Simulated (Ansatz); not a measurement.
`C=C[CH2][GeH3]` → `C=[CH][GeH3]` + `[CH2]` (triplet) at 700 K and 1 bar (formal loss of a carbene).

Program: Ansatz. Geometries: PBE0-D4/def2-TZVP. ΔE: electronic, gas phase. CBS: MP2 limit from def2 TZ/QZ plus the TZ coupled-cluster correction, frozen cores. This one scheme is used for every species. Triplets are unrestricted, without spin–orbit coupling. For Ge outer-core shells are correlated without core-valence functions, which leaves a few kJ/mol of doubt a bond. Scalar relativity is left out up to krypton. Each species was taken in one conformer, which may not be the lowest.

| species | CCSD(T)/CBS energy (Eh) | H − E (kJ/mol) | S (J/(mol·K)) |
| --- | --- | --- | --- |
| `C=C[CH2][GeH3]` | -2195.05349 | 322.8 | 451.9 |
| `C=[CH][GeH3]` | -2155.78858 | 231.8 | 391.4 |
| `[CH2]` (triplet) | -39.09499 | 70.4 | 226.8 |

H − E and S are ideal-gas, rigid-rotor, harmonic terms from PBE0-D4/def2-TZVP, for one conformer and one mirror image of each species, with the whole ground term of open shells counted as degenerate. 1 Eh = 2625.50 kJ/mol, R = 8.31446 J/(mol·K).

**Question.** By hand: ΔE, ΔH, ΔS and ΔG.

**Answer.** ΔE = (-2155.78858) + (-39.09499) − (-2195.05349) = 0.16992 Eh = 446.1 kJ/mol. Δ(H − E) = 231.8 + 70.4 − 322.8 = -20.6, so ΔH = 425.5 kJ/mol. ΔS = 391.4 + 226.8 − 451.9 = 166.3 J/(mol·K). ΔG = 425.5 − 700 × (166.3)/1000 = 309.1 kJ/mol.

**Question.** By hand: the equilibrium constant, and the temperature at which ΔG would vanish if ΔH and ΔS stayed fixed.

**Answer.** log₁₀ K = −ΔG/(RT ln 10) = -23.1. ΔG = 0 at ΔH/ΔS = 2559 K, far beyond where these terms or the molecules hold.

The number of gas molecules changes by +1, which sets the sign of ΔS. A doubt of 5 kJ/mol in ΔE shifts log₁₀ K by 0.4 here. Other conformers and mirror images would add mixing entropy, several J/(mol·K) or more a flexible species. A triplet takes part, so the spin changes. These are equilibria of isolated gas molecules and say nothing of rates. Largest T1 diagnostic: 0.012 (customary marks: 0.02 for closed shells, 0.045 for open ones).
